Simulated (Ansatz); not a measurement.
System: C$_{3}$H$_{9}$Al, charge 0, singlet. C3H9Al (SMILES [CH3][Al]([CH3])[CH3]).
B3LYP-D3(BJ)/def2-TZVP minimum from Ansatz (an electronic-structure program):
```
Al
C 1 1.9620
H 2 1.0921 1 113.43
H 2 1.0950 3 107.74 1 123.39
H 2 1.0955 3 107.54 4 113.81
C 1 1.9620 2 119.99 3 -2.73
H 6 1.0921 1 113.44 2 -177.97
H 6 1.0951 7 107.71 1 -123.29
H 6 1.0954 7 107.57 8 -113.80
C 1 1.9620 2 120.01 3 177.26
H 10 1.0921 1 113.43 2 0.87
H 10 1.0952 11 107.68 1 -123.21
H 10 1.0954 11 107.60 12 -113.80
```
Charge 0, spin multiplicity 1.

Total energies in cc-pV(D+d)Z, 24 correlated electrons, 8 frozen orbitals. Open shells are spin-unrestricted; no spin-orbit coupling. Cores are frozen in correlated methods. No relativity.

| method | program | energy (Eh) | minus CCSDT(Q) (mEh) |
|---|---|---|---|
| HF | Ansatz | -360.78236 | 587.05 |
| MP2 | Ansatz | -361.29192 | 77.48 |
| CCSD | Ansatz | -361.35194 | 17.46 |
| CCSD(T) | Ansatz | -361.36721 | 2.19 |
| CCSDT(Q) | Ansatz | -361.36940 | 0.00 |

Rough core times of Ansatz's runs on a shared machine: CCSD(T) under 20 s, CCSDT(Q) 3 h.
